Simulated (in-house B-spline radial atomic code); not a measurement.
Binding energies in neutral nickel

NIST's tabulated ground configuration is [Ar] 3d8 4s2; each binding energy is the energy of the ion with one electron taken from that subshell, relaxed, less that of the parent. Method: Dirac-Hartree-Fock, average of configuration, Fermi nucleus of rms radius 3.7757 fm. Calculated with a radial B-spline atomic code at the basis-set limit. Energies include first-order Breit, QED and recoil terms.

```csv
subshell,X-ray name,binding energy (eV),-ε (eV),relaxation (eV)
1s,K,8345.6,8406.9,46.9
2s,L1,1027,1051.6,23.4
2p1/2,L2,886.2,912.5,25.3
2p3/2,L3,869.1,894.8,25.0
3s,M1,129.3,136.3,6.9
3p1/2,M2,84.84,91.58,6.64
3p3/2,M3,82.67,89.22,6.49
3d,"M4,5",13.31,18.50,5.21
4s,N1,7.34,7.66,0.31
```

Relaxation = -ε minus the binding energy without Breit, QED and recoil terms.

Emission lines follow as differences of binding energies, with λ = 12398.42 eV·Å / E:

```
 line       holes  energy (eV)  wavelength (Å)
 K-L3  1s → 2p3/2       7476.5          1.6583
 K-L2  1s → 2p1/2       7459.4          1.6621
 K-M3  1s → 3p3/2       8262.9          1.5005
L1-M3  2s → 3p3/2        944.3          13.129
L3-M1  2p3/2 → 3s        739.8          16.759
```

Question: What screening constant σ does Moseley's law, E = (3/4)·13.6057 eV·(Z - σ)², need for K-L3?

Answer: σ = 0.93.

Question: What does it cost to remove both a 3p1/2 and a 3d electron?

Answer: 115.61 eV, which is 17.46 eV more than the two single binding energies together.

Question: What does it cost to remove both a 2s and a 3p1/2 electron?

Answer: 1134 eV, which is 22.18 eV more than the two single binding energies together.

Question: What does it cost to remove both a 2s and a 2p1/2 electron?

Answer: 1964.6 eV, which is 51.46 eV more than the two single binding energies together.
